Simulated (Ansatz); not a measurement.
Ansatz (a first-principles code) input (B3LYP/LANL2DZ): The .json file is the Basis Set Exchange's LANL2DZ.

Ansatz 0.2 input:
```yaml
crystal:
  periodic: [false, false, false]
  atoms:
    - {symbol: Sn, position_ang: [0.00000000, 0.00000000, 0.00000000]}
basis:
  gaussian:
    orbitals: LANL2DZ.json
hamiltonian:
  xc: {name: B3LYP}
total_charge: -1
magnetization: {spin_polarized: true, initial_magnetization: 3}
scf: {lower_state_search: full}
```

From the last part of the output:

```
Functional definition: B3LYP
integrals: 0.00 GiB planned
33 factors; integrals over basis functions are off by at most 3.7e-7 eV
mean field: 0.05 GiB planned
mean field evaluation 1: about -91.3539 eV, gradient 9.1e-1 eV
mean field evaluation 2: about -91.3533 eV, gradient 9.3e-1 eV
mean field evaluation 4: about -91.3608 eV, gradient 4.3e-3 eV
mean field evaluation 8: about -91.3606 eV, gradient 8.1e-7 eV
mean field evaluation 16: about -91.3607 eV, gradient 2.2e-2 eV
mean field evaluation 32: about -91.3606 eV, gradient 3.9e-3 eV
mean field -91.36056051 eV, -3.3574386724 hartree, gradient 1.7e-5 eV, S^2 3.750000; 2 other end points of the search recorded, 0 dependent functions left out
reference -91.36070759 eV, -3.3574440773 hartree; 4, 1 occupied and 4, 7 virtual orbitals, 33 factors
Total energy: -91.36070759 eV, -3.3574440773 hartree
```

The dipole moment of an ion depends on the origin.
